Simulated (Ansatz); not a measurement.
Cu(AsH3)H (CuAsH₄). Charge 0, multiplicity 1. Geometry B3LYP-D4/def2-TZVP; atoms count from 1.

```xyz
6

Cu    1.0295   -0.3089   -1.3340
As   -0.3975    0.1206    0.5138
H    -1.8976    0.0005    0.3675
H    -0.3954    1.4748    1.1865
H    -0.2788   -0.7020    1.7769
H     1.9397   -0.5850   -2.5107
```

Q: Estimate the Mulliken populations from the PBE0/def2-TZVP orbitals of Ansatz.

A: 
| atom | charge (e) | d electrons |
| --- | --- | --- |
| Cu1 | -0.42 | 9.87 |
| As2 | 0.09 | – |
| H3 | 0.10 | – |
| H4 | 0.10 | – |
| H5 | 0.10 | – |
| H6 | 0.04 | – |
Mulliken values and Mayer orders depend strongly on the basis.

Q: And the Mayer bond orders between bonded heavy atoms (over 0.3)?

A: Cu1–As2 0.58 (2.37 Å).
